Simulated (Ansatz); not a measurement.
Job for Ansatz (a quantum-chemistry and plane-wave program): R-CCSD(T)/cc-pV(T+d)Z on H2 (SMILES [H][H]). The basis file is the Basis Set Exchange's JSON of that set.

Ansatz 0.2 input:
```yaml
crystal:
  periodic: [false, false, false]
  atoms:
    - {symbol: H, position_ang: [0.00000000, 0.00000000, 0.37198582]}
    - {symbol: H, position_ang: [-0.00000000, -0.00000000, -0.37198582]}
basis:
  gaussian:
    orbitals: cc-pV_T+d_Z.json
magnetization: {spin_polarized: false}
correlation: {method: ccsd_t, electrons: outside_noble_gas}
scf: {lower_state_search: off}
```

Program output:

```
WARN ansatz: RAYON_NUM_THREADS=4 ignored (pool sized by the plan → 4); use --threads N
Functional definition: HF
these checks for a lower state are left out or cut short: stability, starts, cluster_reference, orbital_swaps, neighbouring_geometries, increment
integrals: 0.00 GiB planned
145 factors; integrals over basis functions are off by at most 7.3e-4 eV
mean field: 0.04 GiB planned
mean field evaluation 1: about -30.7506 eV, gradient 3.7e0 eV
mean field evaluation 2: about -30.7488 eV, gradient 3.6e0 eV
mean field evaluation 4: about -30.8286 eV, gradient 5.9e-2 eV
mean field evaluation 8: about -30.8285 eV, gradient 1.8e-7 eV
mean field -30.82847869 eV, -1.1329256957 hartree, gradient 4.3e-7 eV, S^2 0.000000; 0 other end points of the search recorded, 0 dependent functions left out
reference -30.82847869 eV, -1.1329256957 hartree; 1, 1 occupied and 27, 27 virtual orbitals, 145 factors
second order -0.86234553 eV of doubles, -0.00000000 eV of singles
coupled cluster: 0.05 GiB planned
cycle   1  -1.00683440 eV  change   -1.4e-1 eV  update   2.6e-2
cycle   2  -1.07129108 eV  change   -6.4e-2 eV  update   9.0e-3
cycle   3  -1.07248179 eV  change   -1.2e-3 eV  update   1.1e-3
cycle   4  -1.07243558 eV  change    4.6e-5 eV  update   1.4e-4
cycle   5  -1.07239043 eV  change    4.5e-5 eV  update   1.6e-5
cycle   6  -1.07239780 eV  change   -7.4e-6 eV  update   2.7e-6
cycle   7  -1.07239706 eV  change    7.3e-7 eV  update   4.1e-7
perturbative correction 0.00000000 eV, 0.0000000000 hartree
Total energy: -31.90087576 eV, -1.1723355608 hartree
Checks for a lower state left out: stability, starts, cluster_reference, orbital_swaps, neighbouring_geometries, increment
```

The calculation finished and met its thresholds.

Cost: about 0.19 core-seconds (a rough figure).
